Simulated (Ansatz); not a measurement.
Ligand exchange through a proton shuttle

Start structure (Si2NH8OF3, closed shell), relaxed at PBE0-D4/def2-TZVP:

```xyz
15
angstrom
Si -0.8281 0.4825 -0.9662
Si 0.9120 -1.0675 -1.2316
F -1.7658 -0.2232 -2.0918
F -1.8870 0.3071 0.2501
F -0.8143 1.9467 -1.6258
H 0.4541 0.7722 1.3094
N 0.3048 1.4343 0.5447
H 0.0582 -1.7172 2.3872
O -0.2219 -0.8033 2.3040
H 0.4727 -2.3827 -0.6860
H 1.2523 -1.2447 -2.6672
H 2.1551 -0.6785 -0.5023
H 1.2005 1.7686 0.2083
H -0.2133 2.2301 0.9033
H -1.0792 -0.8241 1.8638
```

The step: Si₂H₃F₃ ([F][Si]([F])([F])[SiH3]) + H₂O + NH₃ → SiNH₂F₃ ([NH2][Si]([F])([F])[F]) + SiH₄ + H₂O; bonds formed: Si2–H8, H6–O9; dative contacts that become bonds: Si1–N7; bonds broken: Si1–Si2, H6–N7, H8–O9. Program: Ansatz 0.2.0. Basis: def2-TZVPP and def2-QZVPP. Cores are frozen in the correlated methods. Extrapolation: Hartree–Fock as exp(−7.88 √X), correlation as X^−2.97. Energies below are by CCSD(T) at an estimated basis limit (MP2 extrapolated from triple and quadruple zeta, plus CCSD(T) − MP2 in triple zeta).

(1) What are the electronic barrier and the energy of the step, from the start structure to the end structure? (To be estimated.)

T1 diagnostic: at most 0.013.

## Answers

(1) Computed: Barrier 201.6 kJ/mol; step energy -54.0 kJ/mol (downhill); reverse barrier, their difference, 255.5 kJ/mol. Barrier and step energy count from the start structure, the reverse barrier from the end structure.

The saddle point: One imaginary mode of 961i cm⁻¹.
```tsv
pair	start (Å)	saddle (Å)	end (Å)
Si1–N7	2.11	1.78	1.68
Si2–H8	3.77	2.00	1.48
H6–O9	1.98	1.13	0.97
Si1–Si2	2.35	2.95	4.40
H6–N7	1.02	1.40	2.19
H8–O9	0.96	1.12	3.00
```

Zero-point energy (harmonic, PBE0-D4): ZPE is 257.4 kJ/mol at the start and 240.8 kJ/mol at the saddle, so the barrier goes from 201.6 to 184.9 kJ/mol.

Labels in which every atom is bracketed show which atoms are joined, not bond orders.

For scale, one of the runs: CCSD(T)/def2-TZVPP, 351 basis functions, launched by `ansatz run in.yaml --threads 4 --pin off --events-out ev --progress --plain --max-ram 66560MiB --backend cuda --devices 0, --max-vram 37GiB`. The run took 14 s on 4 CPU threads of an AMD EPYC 7R13 and a share of one NVIDIA H100 (shared host), with 0.86 GiB of host memory at its peak.
